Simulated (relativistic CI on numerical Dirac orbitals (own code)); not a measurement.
**Slater and spin-orbit integrals, Ir⁵⁺**

These numbers are calculated, not measured: Dirac-Coulomb-Breit CI, KLI orbitals optimised for each configuration, a model potential for QED, valence Slater integrals scaled by 0.85, P86 correlation energy added to each configuration (own radial code, finite nucleus).

Slater integrals F^k, G^k are unscaled and averaged over j, outside the closed core [Kr] 4d10 4f14 5s2; ζ comes from projecting the Hamiltonian with its Breit term on Σ l·s of the shell.

- 5p⁶5d⁴: F^2(5d,5d) = 73630, F^4(5d,5d) = 49463, ζ(5d) = 4867.5 cm⁻¹; <r>(5d) = 1.431, <r^2>(5d) = 2.33 (bohr units).
- 5p⁶5d³6s: F^2(5d,5d) = 74301, F^4(5d,5d) = 49941, ζ(5d) = 5118.4, G^2(5d,6s) = 24344 cm⁻¹; <r>(5d) = 1.417, <r^2>(5d) = 2.286, <r>(6s) = 2.152, <r^2>(6s) = 5.147 (bohr units).
- 5p⁶5d³5f: F^2(5d,5d) = 74801, F^4(5d,5d) = 50321, ζ(5d) = 5200.9, F^2(5d,5f) = 37071, F^4(5d,5f) = 21636, G^1(5d,5f) = 36481, G^3(5d,5f) = 22269, G^5(5d,5f) = 15740, ζ(5f) = 9.7244 cm⁻¹; <r>(5d) = 1.409, <r^2>(5d) = 2.259, <r>(5f) = 2.6, <r^2>(5f) = 7.724 (bohr units).

Give the Racah parameters of the d shell in 5p⁶5d⁴.

B = F²/49 − 5F⁴/441 = 942 cm⁻¹ and C = 35F⁴/441 = 3926 cm⁻¹.

In this model ζ of a weakly bound d, f or g electron outside closed shells comes out too small, for d by up to a factor of two or three and at times with the wrong sign; that of an outer p electron is too small as well.

Averages of the first 10 configurations, taken without configuration mixing, which lowers the lowest level and can move excited configurations by several eV; other configurations of the list can lie among them:

| Configuration | Parity | States | Average energy above the lowest level (eV) |
| --- | --- | --- | --- |
| 5p⁶5d⁴ | even | 210 | 5.3 |
| 5p⁶5d³6s | even | 240 | 18.7 |
| 5p⁶5d³5f | odd | 1680 | 44.7 |
| 5p⁶5d³6p | odd | 720 | 29.9 |
| 5p⁶5d²6s² | even | 45 | 34.1 |
| 5p⁶5d³5g | even | 2160 | 58.2 |
| 5p⁵5d⁵ | odd | 1512 | 61.0 |
| 5p⁶5d²5f² | even | 4095 | 86.7 |
| 5p⁶5d³6d | even | 1200 | 43.8 |
| 5p⁶5d²6s6p | odd | 540 | 44.5 |
